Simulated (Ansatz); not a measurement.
C5H5N3O3Si⁻, that is SiEt(NCO)3 with one electron more. Charge -1, multiplicity 2. Geometry r2SCAN-D4/def2-SVP, that of the neutral singlet; atoms count from 1.

Cartesian coordinates in Å:
```
Si -0.180 -0.242 0.434
C -0.541 -0.145 -1.380
C 0.391 0.794 -2.152
H -1.596 0.166 -1.489
H -0.488 -1.173 -1.783
H 0.137 0.819 -3.223
H 0.326 1.826 -1.772
H 1.443 0.477 -2.069
N -0.325 1.302 1.162
C -0.364 2.364 1.724
O -0.411 3.403 2.262
N 1.416 -0.804 0.702
C 2.537 -1.156 0.957
O 3.630 -1.505 1.193
N -1.263 -1.309 1.218
C -1.996 -2.047 1.820
O -2.716 -2.769 2.397
```

The highest occupied level of the charge -1 doublet lies above zero (up to 2.82 eV). By energy differences it is unbound by 1.37 eV (vertical, to the charge 0 singlet, at PBE0-D4/def2-TZVP) and held by the finite basis.

Problem. Estimate the Mulliken populations from the PBE0/def2-TZVP orbitals of Ansatz.

Solution. 
```csv
atom,charge (e),spin (α − β)
Si1,0.05,0.48
C2,-0.30,0.02
C3,-0.06,-0.28
H4,0.09,0.01
H5,0.09,0.01
H6,-0.06,0.18
H7,0.03,0.09
H8,0.03,0.09
N9,-0.14,-0.09
C10,0.15,0.22
O11,-0.30,0.02
N12,-0.14,-0.09
C13,0.15,0.22
O14,-0.30,0.02
N15,-0.19,-0.02
C16,0.24,0.09
O17,-0.30,0.02
```
Mulliken values and Mayer orders depend strongly on the basis.

Problem. Where does the spin sit?

Solution. Summed by element: Si 0.48, C 0.28, H 0.39, N -0.20, O 0.06, of 1 unpaired in all. Largest on single atoms: Si1 0.48, C3 -0.28, C13 0.22.

Problem. And the Mayer bond orders between bonded heavy atoms (over 0.3)?

Solution. Si1–C2 1.09 (1.85 Å); Si1–N9 1.09 (1.71 Å); Si1–N12 1.09 (1.71 Å); Si1–N15 1.12 (1.71 Å); C2–C3 0.93 (1.53 Å); N9–C10 1.98 (1.20 Å); C10–O11 1.98 (1.17 Å); N12–C13 1.98 (1.20 Å); C13–O14 1.98 (1.17 Å); N15–C16 2.06 (1.20 Å); C16–O17 2.02 (1.17 Å).
